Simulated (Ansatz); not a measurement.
Reaction (hydrogenolysis of the Al–Cl bond): `C[SiH2][Al]([CH3])[Cl]` + H₂ → `[CH3][AlH][SiH2]C` + HCl

Computed with Ansatz on PBE0-D4/def2-TZVP structures; ΔE is electronic, products minus reactants. CCSD(T)/CBS adds triple-zeta CCSD(T) − MP2 to the extrapolated MP2 energy (def2 sets, frozen cores). This one scheme is used for every species. DFT in def2-TZVPP. B3LYP here is the variant with VWN-RPA as its local correlation; programs differ in this. One conformer a species, not always the lowest.

`C[SiH2][Al]([CH3])[Cl]`:

Cartesian coordinates in Å:
```
C -0.953 -1.961 0.034
Si -1.082 -0.419 -1.040
Al 0.418 1.393 -0.346
C 1.646 1.361 1.163
Cl 0.351 3.148 -1.522
H -1.198 -1.735 1.074
H 0.059 -2.372 0.010
H -1.641 -2.735 -0.315
H -2.489 0.083 -1.019
H -0.788 -0.778 -2.459
H 2.181 2.305 1.286
H 2.386 0.563 1.040
H 1.110 1.147 2.094
```

H₂:

Z-matrix (Å, degrees):
```
H
H 1 0.746
```

`[CH3][AlH][SiH2]C`:

Z-matrix (Å, degrees):
```
C
Al 1 1.956
H 1 1.096 2 110.5
H 1 1.092 2 113.7 3 121.6
H 1 1.096 2 110.3 3 -117.0
Si 2 2.462 1 122.0 3 -122.8
H 2 1.595 1 118.2 3 57.2
C 6 1.886 2 114.1 1 -0.4
H 6 1.496 2 109.7 1 121.9
H 6 1.496 2 109.8 1 -122.8
H 8 1.092 6 110.8 2 -59.9
H 8 1.092 6 111.1 2 179.9
H 8 1.092 6 110.8 2 59.7
```

HCl:

```xyz
2

Cl    0.510    0.206   -0.326
H    -0.510   -0.206    0.326
```

| level | ΔE (kcal/mol) | difference from CCSD(T)/CBS |
| --- | --- | --- |
| r2SCAN-D4 | 39.5 | 1.1 |
| B3LYP-D4 | 38.0 | -0.4 |
| r2SCAN | 39.3 | 0.9 |
| CCSD/def2-TZVPP | 36.4 | -2.0 |
| HF/def2-QZVPP | 35.7 | -2.7 |
| MP2/def2-QZVPP | 40.3 | 1.9 |
| SCS-MP2/def2-QZVPP | 38.7 | 0.3 |
| HF/CBS(def2) | 35.7 | -2.7 |
| MP2/CBS(def2) | 40.8 | 2.4 |
| CCSD/CBS(def2) | 37.6 | -0.8 |
| CCSD(T)/CBS | 38.4 | 0 |

Largest T1 diagnostic among the species: 0.011.

In def2-TZVPP, CCSD(T) changes the Hartree–Fock value by +1.4 kcal/mol (the triples alone add +0.8 kcal/mol) and MP2 by +3.9 kcal/mol. The D4 term adds +1.5 kcal/mol with B3LYP and +0.8 kcal/mol with PBE0; it sums over pairs of atoms, weighted by their polarisabilities, and B3LYP, whose exchange is more repulsive, gets the larger term.
